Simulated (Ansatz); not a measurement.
Two isomers of C2H9NOSi: A = `CN[SiH](C)O`, B = `CCO[SiH2]N`.

Isolated molecules relaxed with PBE0-D4/def2-TZVP in Ansatz; ΔE leaves out vibrations. CCSD(T)/CBS is the MP2 limit (def2-TZVPP, def2-QZVPP) plus CCSD(T) − MP2 in def2-TZVPP, frozen cores. Functionals use def2-TZVPP. B3LYP here is the variant with VWN-RPA as its local correlation; programs differ in this. Each species was taken in one conformer, which may not be the lowest.

(1) Which is lower in electronic energy at CCSD(T)/CBS, and by how much? (Estimate.)

(2) Give E(B) − E(A) in kJ/mol with CCSD/def2-TZVPP, B3LYP, PBE0-D4, ωB97M-V, PBE-D4, HF/def2-TZVPP, B2PLYP. (Estimate.)

Largest T1 diagnostic: 0.011.

Results:

(1) The calculation gave: A, by 51.3 kJ/mol.

(2) The calculation gave: CCSD/def2-TZVPP 48.5, B3LYP 45.2, PBE0-D4 52.9, ωB97M-V 51.2, PBE-D4 52.3, HF/def2-TZVPP 37.8, B2PLYP 47.5. None reverses the order clearly.

The D4 term adds +3.5 kJ/mol with B3LYP and +1.9 kJ/mol with PBE0; it sums over pairs of atoms, weighted by their polarisabilities, and B3LYP, whose exchange is more repulsive, gets the larger term. In def2-TZVPP, CCSD(T) changes the Hartree–Fock value by +11.4 kJ/mol (the triples alone add +0.8 kJ/mol) and MP2 by +15.5 kJ/mol.
